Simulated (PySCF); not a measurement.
Structure problem from calculated spectra and properties.

Formula: C7H9BO.

| Property | Result |
| --- | --- |
| Dipole | 3.58 D [CAM-B3LYP/def2-SVPD] |
| UV, first state | lowest singlet excitation: 4.39 eV (283 nm, f = 0.084) [TDDFT CAM-B3LYP/def2-SVPD] |
| Triplet | lowest triplet excitation (Tamm–Dancoff): 2.80 eV [TDA CAM-B3LYP/def2-SVPD] |
| Rotational structure | rotational constants A, B, C: 3.313, 1.220, 0.897 GHz [PBE0-D3(BJ)/def2-SVP] |
| Polarisability | 107.9 au [CAM-B3LYP/def2-SVPD] |
| 13C NMR | chemical shifts (computed TMS as zero) by class: 171.3 (1 C), 160.7 (1 C), 153.6 (1 C), 153.0 (1 C), 151.3 (1 C), 115.6 (1 C), 54.1 (1 C) ppm [GIAO PBE0/pcSseg-1] |
| Valence photoelectron | vertical ionisation energy: 8.34 eV [ΔSCF CAM-B3LYP/def2-SVPD] |

Gas-phase values; electronic properties from PySCF, density fitting. Levels stand in brackets. One conformer (not necessarily the lowest) at the PBE0-D3(BJ)/def2-SVP geometry, without solvent, vibrations or thermal averaging. NMR classes are plain means over equivalent atoms (diastereotopic ones count apart unless rotation or inversion swaps them), as if these changed places fast.

**Question.** Give a SMILES that accounts for the data.

**Answer.** Numbering: `[CH3:1][O:2][C:3]1=[CH:4][CH:5]=[CH:6][BH:7][CH:8]=[CH:9]1`. 7 carbons fall into 7 classes; from least to most shielded: unsaturated ring carbon [C3] (171.3 ppm), unsaturated ring CH carbon [C8] (160.7 ppm), unsaturated ring CH carbon [C5] (153.6 ppm), unsaturated ring CH carbon [C6] (153.0 ppm), unsaturated ring CH carbon [C9] (151.3 ppm), unsaturated ring CH carbon [C4] (115.6 ppm), methoxy carbon [C1] (54.1 ppm). The first electron is taken from the HOMO, whose largest Löwdin shares are 0.21 on an unsaturated ring CH carbon, 0.18 on an unsaturated ring CH carbon, 0.13 on the ether oxygen and 0.13 on the unsaturated ring carbon. The optimised geometry has point group Cs and is an asymmetric top. Structure: `COC1=CC=CBC=C1`. The assignments are read from this structure; whether some other isomer fits the data as well wasn't checked.

Shape of the structure used: `[CH3:1][O:2][C:3]1=[CH:4][CH:5]=[CH:6][BH:7][CH:8]=[CH:9]1`: C1–O2–C3–C4 0°.
